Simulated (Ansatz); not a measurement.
System: C$_{5}$H$_{10}$O, charge 0, multiplicity 1. 
Geometry from a B3LYP-D3(BJ)/def2-TZVP (Ansatz, a first-principles code) optimisation:
SMILES: CCCCC=O
```xyz
16

C     -2.8458    -0.2890    -0.3223
C     -1.4366    -0.6095    -0.8115
C     -0.3516     0.0296     0.0516
C      1.0540    -0.2890    -0.4349
C      2.1628     0.3166     0.3806
O      2.0079     1.0084     1.3534
H     -2.9965    -0.6454     0.6993
H     -3.6035    -0.7559    -0.9539
H     -3.0261     0.7885    -0.3252
H     -1.2934    -1.6951    -0.8296
H     -1.3227    -0.2713    -1.8469
H     -0.4568    -0.3033     1.0875
H     -0.4861     1.1142     0.0746
H      1.2333    -1.3722    -0.4619
H      1.2041     0.0410    -1.4716
H      3.1871     0.0795     0.0192
```
Charge 0, spin multiplicity 1.

Computed values are from Ansatz. Cores are frozen in the correlated levels unless marked. UHF or UKS for open shells. No spin-orbit coupling. Non-relativistic. CBS marks a two-point X^-3 extrapolation of the correlation energy; Hartree-Fock from the larger set. [CCSD(T)-MP2]/basis is that difference in the basis named.

**Question.** What is the dipole moment at CCSD(T)/aug-cc-pVDZ?

**Answer.** 2.62 D.

**Question.** What is the vertical triplet-singlet gap at RI-MP2/CBS(aug-cc-pVTZ,aug-cc-pVQZ)+[CCSD(T)-MP2]/aug-cc-pVTZ?

**Answer.** 4.09 eV.

**Question.** What is the atomisation energy De at CCSD(T)/CBS(cc-pVTZ,cc-pVQZ)?

**Answer.** 6519.0 kJ/mol.

**Question.** What is the total energy at CCSD(T)/CBS(cc-pVTZ,cc-pVQZ)?

**Answer.** -271.4337 Eh.

**Question.** What is the vertical ionisation energy (to the doublet) at RI-MP2/CBS(aug-cc-pVTZ,aug-cc-pVQZ)+[CCSD(T)-MP2]/aug-cc-pVTZ?

**Answer.** 10.08 eV.
